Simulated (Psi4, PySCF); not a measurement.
Input for PySCF:
```python
from pyscf import gto, scf, cc

mol = gto.M(
    atom='''
C     0.01087352    0.76232142   -0.35451736
O     0.03604346    0.06301074    0.80368470
C     0.04678985   -0.68289431   -0.41305190
H    -0.76746590    1.46394712   -0.59035908
H    -0.84981573   -1.26718433   -0.59441867
H     0.98295372   -1.17741137   -0.63928419
''',
    basis='def2-svp',
    spin=1,
    verbose=4,
)

mf = scf.UHF(mol)
mf.kernel()

mycc = cc.CCSD(mf, frozen=3)
mycc.kernel()
et = mycc.ccsd_t()
print('E(CCSD(T)) = %.10f' % (mycc.e_tot + et))
```

Give the equivalent Psi4 input.

One answer among several that fit: 
```
memory 2 GB

molecule {
0 2
  C     0.01087352    0.76232142   -0.35451736
  O     0.03604346    0.06301074    0.80368470
  C     0.04678985   -0.68289431   -0.41305190
  H    -0.76746590    1.46394712   -0.59035908
  H    -0.84981573   -1.26718433   -0.59441867
  H     0.98295372   -1.17741137   -0.63928419
}

set basis def2-svp
set reference uhf
set freeze_core true
set mp2_type conv
set scf_type pk
set puream true
set d_convergence 1e-8

energy('ccsd(t)')
print_variables()
```

Both were run: PySCF gave -152.581792 Eh and Psi4 -152.581792 Eh, 0.000 mEh apart.
